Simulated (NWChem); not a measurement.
# Si2H6O3; SMILES O[SiH2]O[SiH2]O

```xyz
11

O     -2.4767    -0.1149    -1.0090
Si    -1.6399    -0.0614     0.4363
O      0.0000     0.0000     0.1676
Si     1.6399     0.0614     0.4363
O      2.4767     0.1149    -1.0090
H     -2.4250     0.6938    -1.5475
H     -2.0151     1.1529     1.2420
H     -1.9996    -1.3327     1.1364
H      2.0151    -1.1529     1.2420
H      1.9996     1.3327     1.1364
H      2.4250    -0.6938    -1.5475
```
Atoms are numbered in this order, from 1.

This is a stationary point of PBE-D3(BJ)/def2-SVP (NWChem), point group C2. 

Problem. Is it a minimum? If not, what does it relax to?

Solution. No. It has an imaginary frequency of 64i cm⁻¹. Following that mode (on a finer grid) lowers the energy by 2.7 kcal/mol and ends, with real frequencies alone, at point group C1:
```xyz
11

O     -1.5557     0.1073    -1.1238
Si    -1.5781     0.0369     0.5466
O     -0.0428    -0.3959     1.1083
Si     1.4620     0.0371     0.5284
O      1.3914     0.2116    -1.1571
H     -0.7068     0.4660    -1.4602
H     -1.9301     1.3578     1.1742
H     -2.5503    -1.0255     0.9457
H      2.4330    -1.0369     0.9157
H      1.8592     1.3887     1.0298
H      1.4385    -0.6291    -1.6478
```
